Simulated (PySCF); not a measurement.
Input file for PySCF: R-M06-2X/def2-TZVPP on C2F6 (SMILES FC(F)(F)C(F)(F)F).

```python
from pyscf import gto, dft

mol = gto.M(
    atom='''
    C    -0.00000018    0.00000000    0.77703726
    F     1.25418401   -0.00000000    1.22991239
    F    -0.62708927    1.08615463    1.22990721
    F    -0.62708927   -1.08615463    1.22990721
    C     0.00000018   -0.00000000   -0.77703726
    F     0.62708927    1.08615463   -1.22990721
    F    -1.25418401   -0.00000000   -1.22991239
    F     0.62708927   -1.08615463   -1.22990721
    ''',
    basis='def2-tzvpp',
    charge=0, spin=0, verbose=4, max_memory=1800)
mf = dft.RKS(mol, xc='m062x').density_fit(auxbasis='def2-universal-jkfit')
mf.grids.level = 4
mf.conv_tol = 1e-9
mf.max_cycle = 150
mf.kernel()
mf.dip_moment()
```

Program output:

```
PySCF version 2.14.0

[INPUT] verbose = 4
[INPUT] num. atoms = 8
[INPUT] num. electrons = 66
[INPUT] charge = 0
[INPUT] spin (= nelec alpha-beta = 2S) = 0
[INPUT] symmetry False subgroup None
[INPUT] Mole.unit = angstrom
[INPUT] Symbol           X                Y                Z      unit          X                Y                Z       unit  Magmom
[INPUT]  1 C     -0.000000180000   0.000000000000   0.777037260000 AA   -0.000000340151   0.000000000000   1.468387609982 Bohr   0.0
[INPUT]  2 F      1.254184010000   0.000000000000   1.229912390000 AA    2.370064288709   0.000000000000   2.324197574309 Bohr   0.0
[INPUT]  3 F     -0.627089270000   1.086154630000   1.229907210000 AA   -1.185026975953   2.052534779628   2.324187785528 Bohr   0.0
[INPUT]  4 F     -0.627089270000  -1.086154630000   1.229907210000 AA   -1.185026975953  -2.052534779628   2.324187785528 Bohr   0.0
[INPUT]  5 C      0.000000180000   0.000000000000  -0.777037260000 AA    0.000000340151   0.000000000000  -1.468387609982 Bohr   0.0
[INPUT]  6 F      0.627089270000   1.086154630000  -1.229907210000 AA    1.185026975953   2.052534779628  -2.324187785528 Bohr   0.0
[INPUT]  7 F     -1.254184010000   0.000000000000  -1.229912390000 AA   -2.370064288709   0.000000000000  -2.324197574309 Bohr   0.0
[INPUT]  8 F      0.627089270000  -1.086154630000  -1.229907210000 AA    1.185026975953  -2.052534779628  -2.324187785528 Bohr   0.0

nuclear repulsion = 461.421249761081
number of shells = 88
number of NR pGTOs = 368
number of NR cGTOs = 248
basis = def2-tzvpp
ecp = {}


******** <class 'pyscf.df.df_jk.DFRKS'> ********
method = DFRKS
initial guess = minao
damping factor = 0
level_shift factor = 0
DIIS = <class 'pyscf.scf.diis.CDIIS'>
diis_start_cycle = 1
diis_space = 8
diis_damp = 0
SCF conv_tol = 1e-09
SCF conv_tol_grad = None
SCF max_cycles = 150
direct_scf = False
XC library pyscf.dft.libxc version 7.1.2
    S. Lehtola, C. Steigemann, M. J. T. Oliveira, and M. A. L. Marques,  SoftwareX 7, 1–5 (2018)
XC functionals = m062x
    Y. Zhao and D. G. Truhlar,  Theor. Chem. Acc. 120, 215 (2008)
    Y. Zhao and D. G. Truhlar,  Theor. Chem. Acc. 120, 215 (2008)
radial grids:
    Treutler-Ahlrichs [JCP 102, 346 (1995); DOI:10.1063/1.469408] (M4) radial grids

becke partition: Becke, JCP 88, 2547 (1988); DOI:10.1063/1.454033
pruning grids: <function nwchem_prune>
grids dens level: 4
symmetrized grids: False
atomic radii adjust function: <function treutler_atomic_radii_adjust>
small_rho_cutoff = 0
Set gradient conv threshold to 3.16228e-05
Initial guess from minao.
tot grids = 230232
******** <class 'pyscf.df.df.DF'> ********
auxbasis = def2-universal-jkfit
init E= -676.699653014161
  HOMO = -0.371625987577673  LUMO = 0.116733313970086  gap/eV = 13.28893
cycle= 1 E= -675.069833989186  delta_E= 1.63  |g|= 1.28  |ddm|= 2.45
  HOMO = -0.525923883983901  LUMO = -0.00739221788576676  gap/eV = 14.10997
cycle= 2 E= -674.938167480195  delta_E= 0.132  |g|= 1.69  |ddm|= 1.37
  HOMO = -0.496920385590936  LUMO = 0.0999798405686753  gap/eV = 16.24248
cycle= 3 E= -675.355699263235  delta_E= -0.418  |g|= 0.0701  |ddm|= 0.67
  HOMO = -0.482435258063724  LUMO = 0.116308644103182  gap/eV = 16.29265
cycle= 4 E= -675.356465464911  delta_E= -0.000766  |g|= 0.0268  |ddm|= 0.0496
  HOMO = -0.487182876302011  LUMO = 0.113198138541894  gap/eV = 16.33720
cycle= 5 E= -675.356579744556  delta_E= -0.000114  |g|= 0.00269  |ddm|= 0.0206
  HOMO = -0.486732261437222  LUMO = 0.113617598147059  gap/eV = 16.33635
cycle= 6 E= -675.35658225173  delta_E= -2.51e-06  |g|= 0.000709  |ddm|= 0.00336
  HOMO = -0.486832277180568  LUMO = 0.113508504251095  gap/eV = 16.33610
cycle= 7 E= -675.356582398923  delta_E= -1.47e-07  |g|= 9.59e-05  |ddm|= 0.000911
  HOMO = -0.486823250745047  LUMO = 0.113518859494295  gap/eV = 16.33614
cycle= 8 E= -675.356582401578  delta_E= -2.65e-09  |g|= 1.84e-05  |ddm|= 9.05e-05
  HOMO = -0.486820444741454  LUMO = 0.113520894461657  gap/eV = 16.33612
cycle= 9 E= -675.356582401658  delta_E= -8.05e-11  |g|= 3.42e-06  |ddm|= 1.7e-05
  HOMO = -0.486820381331722  LUMO = 0.113520944715234  gap/eV = 16.33612
Extra cycle  E= -675.356582401659  delta_E= -4.55e-13  |g|= 3.16e-06  |ddm|= 3.74e-06
converged SCF energy = -675.356582401659
Dipole moment(X, Y, Z, Debye): -0.00000, -0.00000,  0.00000
```

Self-consistency was reached.

Cost: about 80 core-seconds (a rough figure).
